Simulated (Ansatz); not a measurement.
Two members of one family (Ti oxide hydroxide), computed with Ansatz in the gas phase. The two geometries come from different levels. A negative affinity means that the extra electron isn't bound at that geometry and level; within about 0.2 eV of zero the sign isn't settled. Binding counts from free atoms in the multiplicity of their measured ground term, without zero-point energy. A dash marks a value that wasn't run or was left out as unsound. The structures are stationary points that may keep the symmetry of their start. Remarks come from the PBE and PBE0 runs and from stability tests at other levels; not every state was tested. A HOMO above zero means that the electron is unbound at that level and held by the basis, or that self-interaction error raises the level; the energy of removing that electron tells which.

First: TiO3H2 (with an O–O bond) (singlet, charge 0, PBE0-D4/def2-SVP geometry).

```csv
atom,x (Å),y (Å),z (Å)
Ti1,0.136,0.368,-0.055
O2,1.198,-0.087,1.292
O3,1.700,-0.468,0.000
O4,-1.382,-0.481,-0.396
H5,-1.804,-1.340,-0.312
H6,0.152,2.008,-0.530
```

```tsv
level	HOMO (eV)	LUMO (eV)	gap (eV)	vertical EA (eV)	binding per atom (eV)
PBE-D4/def2-TZVPD	-6.44	-3.74	2.70	0.68	–
r2SCAN-D4/def2-TZVP	-6.67	-3.54	3.13	–	–
r2SCAN-D4/def2-TZVPD	-6.69	-3.55	3.13	0.71	–
PBE0-D4/def2-TZVPD	-7.94	-2.66	5.28	0.92	3.65
BHLYP-D4/def2-TZVP	-9.49	-1.69	7.80	–	3.20
```

Metal–donor distances: 3 × O 1.77 to 1.78 Å, 1 × H 1.71 Å. Remarks: HOMO above zero (-1 doublet).

Second: TiO4H4 (with an O–O bond) (singlet, charge 0, PBE-D4/def2-SVP geometry).

```xyz
9

Ti    0.136   -0.255   -0.139
O    -1.206    1.137   -1.166
O     1.791   -0.782    0.160
O     0.205    1.448   -0.915
O    -0.874   -0.171    1.352
H    -1.657    1.623   -0.433
H    -0.460   -1.513   -1.140
H    -0.671   -0.518    2.239
H     2.736   -0.968    0.042
```

Q: Estimate how these quantities change from the first to the second (second minus first).

A: 
```json
{"level": "PBE-D4/def2-TZVPD", "Δ HOMO (eV)": "-0.04", "Δ LUMO (eV)": "1.03", "Δ gap (eV)": "1.08", "Δ vertical EA (eV)": "-0.67", "Δ binding per atom (eV)": "–"}
{"level": "r2SCAN-D4/def2-TZVP", "Δ HOMO (eV)": "-0.15", "Δ LUMO (eV)": "1.00", "Δ gap (eV)": "1.14", "Δ vertical EA (eV)": "–", "Δ binding per atom (eV)": "–"}
{"level": "r2SCAN-D4/def2-TZVPD", "Δ HOMO (eV)": "-0.16", "Δ LUMO (eV)": "0.97", "Δ gap (eV)": "1.13", "Δ vertical EA (eV)": "-0.84", "Δ binding per atom (eV)": "–"}
{"level": "PBE0-D4/def2-TZVPD", "Δ HOMO (eV)": "-0.07", "Δ LUMO (eV)": "1.04", "Δ gap (eV)": "1.11", "Δ vertical EA (eV)": "-0.94", "Δ binding per atom (eV)": "0.02"}
{"level": "BHLYP-D4/def2-TZVP", "Δ HOMO (eV)": "0.00", "Δ LUMO (eV)": "1.29", "Δ gap (eV)": "1.29", "Δ vertical EA (eV)": "–", "Δ binding per atom (eV)": "0.16"}
```

Metal–donor distances: 4 × O 1.76 to 2.19 Å, 1 × H 1.72 Å. Remarks: HOMO above zero (-1 doublet).
